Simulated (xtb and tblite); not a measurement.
Torsional profile of C₉H₈OSe, SMILES c1oc(Cc2ccc[se]2)cc1. Scanned: dihedral O3–C4–C5–C6 and dihedral C4–C5–C6–Se10; all other coordinates were relaxed at GFN2-xTB. Points at φ and −φ are mirror images.

Atom numbering (GFN2-xTB optimised geometry, Å):
```
19

C     -3.2079     0.2703     1.0535
C     -2.5290     1.3941     0.7075
O     -1.4329     1.0782    -0.0048
C     -1.3957    -0.2660    -0.1183
C     -0.2648    -0.8644    -0.8851
C      1.0587    -0.2601    -0.5175
C      2.2575    -0.9005    -0.5038
C      3.3722    -0.0905    -0.1716
C      3.0722     1.2079     0.0699
Se     1.2563     1.5535    -0.0916
C     -2.4685    -0.8147     0.5159
H     -4.1147     0.2115     1.6196
H     -2.7079     2.4333     0.8978
H     -0.2423    -1.9419    -0.7114
H     -0.4412    -0.7024    -1.9571
H      2.3552    -1.9512    -0.7238
H      4.3732    -0.4848    -0.1159
H      3.7650     1.9834     0.3413
H     -2.7053    -1.8559     0.5954
```

Computed with GFN2-xTB run with xtb and tblite.

Energy in kcal/mol above the lowest grid point; x is the dihedral O3–C4–C5–C6 (°), y the dihedral C4–C5–C6–Se10 (°).

| y \ x | -150 | -120 | -90 | -60 | -30 | 0 | 30 | 60 | 90 | 120 | 150 | 180 |
|---|---|---|---|---|---|---|---|---|---|---|---|---|
| 180 | 4.8 | 3.2 | 2.9 | 3.4 | 5.0 | 6.0 | 5.0 | 3.4 | 2.9 | 3.2 | 4.8 | 7.1 |
| 150 | 5.6 | 3.8 | 2.8 | 2.9 | 3.9 | 5.0 | 4.7 | 3.3 | 2.7 | 2.7 | 3.2 | 4.7 |
| 120 | 3.6 | 3.4 | 2.6 | 2.5 | 3.2 | 3.9 | 3.7 | 2.8 | 2.3 | 2.4 | 2.6 | 3.0 |
| 90 | 2.6 | 2.6 | 2.2 | 1.8 | 2.4 | 3.2 | 3.2 | 2.5 | 2.1 | 2.2 | 2.5 | 2.5 |
| 60 | 2.3 | 2.3 | 1.7 | 0.4 | 0.9 | 2.0 | 2.6 | 2.3 | 2.1 | 2.4 | 3.2 | 2.8 |
| 30 | 2.7 | 2.2 | 1.7 | 0.2 | 0.0 | 0.9 | 1.5 | 2.0 | 2.1 | 2.5 | 4.0 | 4.3 |
| 0 | 3.7 | 2.3 | 2.0 | 1.2 | 0.5 | 0.5 | 0.5 | 1.2 | 2.0 | 2.3 | 3.7 | 5.1 |
| -30 | 4.0 | 2.5 | 2.1 | 2.0 | 1.5 | 0.9 | 0.0 | 0.2 | 1.7 | 2.2 | 2.7 | 4.3 |
| -60 | 3.2 | 2.4 | 2.1 | 2.3 | 2.6 | 2.0 | 0.9 | 0.4 | 1.7 | 2.3 | 2.3 | 2.8 |
| -90 | 2.5 | 2.2 | 2.1 | 2.5 | 3.2 | 3.2 | 2.4 | 1.8 | 2.2 | 2.6 | 2.6 | 2.5 |
| -120 | 2.6 | 2.4 | 2.3 | 2.8 | 3.7 | 3.9 | 3.2 | 2.5 | 2.6 | 3.4 | 3.6 | 3.0 |
| -150 | 3.2 | 2.7 | 2.7 | 3.3 | 4.7 | 5.0 | 3.9 | 2.9 | 2.8 | 3.8 | 5.6 | 4.7 |

Points that lie below all their neighbours on the grid: x = -30, y = 30 (0.0 kcal/mol); x = 30, y = -30 (0.0 kcal/mol). The lowest path on the grid from the first to the second passes x = 0, y = 0 at 0.5 kcal/mol.
